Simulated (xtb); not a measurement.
xtb input (GFN2-xTB):

```bash
xtb mol.xyz --gfn 2 --ohess tight --chrg 1 --uhf 0
```
mol.xyz:
```
4

Ge    -0.50964729     0.09616010     0.24993741
O      0.73046278     0.32310821    -0.72264329
O     -1.68881004    -0.10411821     1.18391540
H      1.46320470    -0.31605634    -0.72012734
```

End of the output:

```
   ------------------------------------------------------------------------
    298.15    0.512454E-02    0.186994E-01    0.308690E-01   -0.121696E-01
   ------------------------------------------------------------------------

         :::::::::::::::::::::::::::::::::::::::::::::::::::::
         ::                  THERMODYNAMIC                  ::
         :::::::::::::::::::::::::::::::::::::::::::::::::::::
         :: total free energy         -10.065323737233 Eh   ::
         ::.................................................::
         :: total energy              -10.053154178818 Eh   ::
         :: zero point energy           0.013574872078 Eh   ::
         :: G(RRHO) w/o ZPVE           -0.025744430493 Eh   ::
         :: G(RRHO) contrib.           -0.012169558415 Eh   ::
         :::::::::::::::::::::::::::::::::::::::::::::::::::::

optimized geometry written to: xtbopt.xyz

           -------------------------------------------------
          | TOTAL ENERGY              -10.053154178818 Eh   |
          | TOTAL ENTHALPY            -10.034454767650 Eh   |
          | TOTAL FREE ENERGY         -10.065323737233 Eh   |
          | GRADIENT NORM               0.000716813133 Eh/α |
          | HOMO-LUMO GAP               4.111251751027 eV   |
           -------------------------------------------------

------------------------------------------------------------------------
------------------------------------------------------------------------
 total:
 SCF:
 ANC optimizer:
 analytical hessian:
```

It need not be the lowest isomer of its formula.
